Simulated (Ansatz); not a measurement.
Gas-phase electronic energies from Ansatz, PBE0-D4/def2-TZVP geometries. CCSD(T)/CBS is the MP2 limit (def2-TZVPP, def2-QZVPP) plus CCSD(T) − MP2 in def2-TZVPP, frozen cores. DFT in def2-TZVPP. Elements past krypton have def2 core potentials. For Sn outer-core shells are correlated without core-valence functions, which leaves a few kJ/mol of doubt a bond.

Reaction (ligand exchange at the Sn–C bond): `F[CH]([SiH3])[SnH3]` + `O[SiH3]` → `[SiH3][O][SnH3]` + `FC[SiH3]`

(1) Is it downhill or uphill in electronic energy at CCSD(T)/CBS, and by how much? (Estimate.)

(2) What do these levels give: revPBE-D4, r2SCANh-D4, r2SCAN0-D4, r2SCAN, RPA@PBE/def2-TZVPP, MP2/CBS(def2)? (Estimate.)

(3) What do rigid-rotor, harmonic-oscillator terms from PBE0-D4/def2-TZVP frequencies (298.15 K, 1 bar) make of the CCSD(T)/CBS value? (Estimate.)

Largest T1 diagnostic among the species: 0.013.

Results:

(1) The calculation gave: Downhill: ΔE = -0.63 eV.

(2) The calculation gave: revPBE-D4 -0.54, r2SCANh-D4 -0.63, r2SCAN0-D4 -0.64, r2SCAN -0.63, RPA@PBE/def2-TZVPP -0.63, MP2/CBS(def2) -0.63 eV.

(3) Ansatz gave: ΔZPE = +0.03 eV, ΔH = -0.61 eV, ΔS = 23 J/(mol·K), ΔG = -0.68 eV. Modes under 50 cm⁻¹ make the entropy rough.

From BLYP to BHLYP (50 % exact exchange), in def2-TZVPP and without D4, ΔE moves by −0.09 eV. Leaving LDA and LC-ωPBE aside and taking each functional with its dispersion term where it has one, the values, not all of them listed here, spread over 0.19 eV, from B97M-V to PBE-D4. LDA lies +0.10 eV from PBE without D4.
